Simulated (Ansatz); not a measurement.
The cluster Ga₂As₃, relaxed as a doublet with UKS r2SCAN-D4/def2-SVP in Ansatz, starting from the GFN2-xTB geometry. Force threshold 0.02 eV/Å.

The structure comes from a short search, and lower isomers may exist.

Start:

```xyz
5

Ga    1.774   -0.179   -0.244
Ga    0.408    1.894    1.117
As   -1.328    0.561   -0.697
As   -0.239   -1.438   -1.289
As   -0.615   -0.838    1.113
```

```json
{"step": "1", "energy (eV)": "-287246.1676", "largest force component (eV/Å)": "0.866", "SCF passes": "24"}
{"step": "2", "energy (eV)": "-287246.3903", "largest force component (eV/Å)": "0.650", "SCF passes": "34"}
{"step": "3", "energy (eV)": "-287246.4548", "largest force component (eV/Å)": "0.600", "SCF passes": "31"}
{"step": "4", "energy (eV)": "-287246.5098", "largest force component (eV/Å)": "0.173", "SCF passes": "25"}
{"step": "5", "energy (eV)": "-287246.5567", "largest force component (eV/Å)": "0.253", "SCF passes": "30"}
{"step": "6", "energy (eV)": "-287246.5615", "largest force component (eV/Å)": "0.173", "SCF passes": "26"}
{"step": "7", "energy (eV)": "-287246.5746", "largest force component (eV/Å)": "0.051", "SCF passes": "25"}
{"step": "8", "energy (eV)": "-287246.5749", "largest force component (eV/Å)": "0.020", "SCF passes": "27"}
```

Force components are those of the run's own axes.

End:

Cartesian coordinates in Å:
```
Ga 1.691 0.041 -0.415
Ga 0.392 1.537 1.083
As -1.220 0.692 -0.769
As -0.161 -1.454 -1.081
As -0.702 -0.816 1.182
```

By distances, no bond broke or formed. The bond that changes most is Ga2–As5, from 2.92 to 2.60 Å (atoms count from 1).

No frequencies were taken in this run, so the end may be a saddle point.

Hardware: 4 threads of Intel Xeon on a shared host. Wall time 1.8 min.
